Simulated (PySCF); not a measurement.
# What a mistake does to a calculation on AlBFH4Si

These are calculations, not measurements. They come from PySCF 2.14.0, an open-source quantum chemistry program, on an isolated molecule that a program drew, which may never have been made. The molecule is AlBFH4Si (charge 0, doublet), drawn as the SMILES string `[F][Al][BH][SiH3]`.

Each row is a Hartree-Fock (HF) and frozen-core CCSD(T) single point in the cc-pV(D+d)Z basis, meant for a local HF minimum. Run 1 is clean. Each other run has one planted mistake out of seven kinds, and not every kind appears here: one electron removed, one electron added, multiplicity raised by two, geometry at a saddle point, minimal basis STO-3G, one bond length entered in bohr, all coordinates scaled. The reference is restricted for singlets and unrestricted otherwise, and also for a bond in bohr. Adding or removing an electron swaps singlet and doublet. Electrons count all cores. HOMO and LUMO are orbital energies over both spins, the gradient is its largest component, and the lowest frequency (negative if imaginary) is given only where the gradient is small. Bond lengths are over the 7 bonds as drawn. T1 is the CCSD diagnostic: over 0.02 (restricted) or 0.045 (unrestricted) a single reference is doubtful.

Geometry of the clean run:
```xyz
8
AlBFH4Si, angstrom
F     2.5896   -1.5873   -1.1418
Al    1.0995   -1.8072   -0.4385
B     0.3553   -0.5559    1.1374
Si   -0.8281    1.0839    0.8710
H     0.4888   -0.9643    2.2615
H    -0.2254    2.2286    1.6019
H    -2.1863    0.8334    1.4186
H    -0.9775    1.4756   -0.5534
```

| run | electrons | basis functions | <S^2> | HOMO (eV) | LUMO (eV) | gradient (hartree/bohr) | lowest frequency (cm^-1) | mean bond (Å) | longest bond (Å) | T1 | HF (hartree) | CCSD(T) (hartree) | mistake |
|---|---|---|---|---|---|---|---|---|---|---|---|---|---|
| 1 | 45 | 94 | 0.823 | -8.19 | 0.62 | 2.2e-05 | 51 | 1.6439 | 2.145 | 0.0280 | -657.31848 | -657.78962 | no fault |
| 2 | 45 | 94 | 3.770 | -7.76 | -2.00 | 2.3e-02 | - | 1.6439 | 2.145 | 0.0251 | -657.22300 | -657.68299 | multiplicity raised by two |
| 3 | 46 | 94 | 0.000 | -0.91 | 5.75 | 2.8e-02 | - | 1.6439 | 2.145 | 0.0377 | -657.31803 | -657.83113 | ? |
| 4 | 45 | 32 | 0.806 | -4.23 | 6.92 | 3.0e-02 | - | 1.6439 | 2.145 | 0.0315 | -649.29912 | -649.45893 | ? |

**Which mistake was planted in run 3, and what did it cost?**

It counts 46 electrons, one more than the clean run, at the same geometry and basis. So the mistake is: one electron added. Subtracting run 1 and multiplying by 627.51 kcal/mol a hartree, the energy moved by 0.3 kcal/mol in HF and -26.0 kcal/mol in CCSD(T).

**Which mistake was planted in run 4, and what did it cost?**

It has 32 basis functions where the clean run has 94, with the same electrons and geometry. So the mistake is: minimal basis STO-3G. Subtracting run 1 and multiplying by 627.51 kcal/mol a hartree, the energy moved by 5032.2 kcal/mol in HF and 5227.6 kcal/mol in CCSD(T).

Cautions from the logs. Run 3: T1 is over the limit, so its CCSD(T) energy is less reliable.
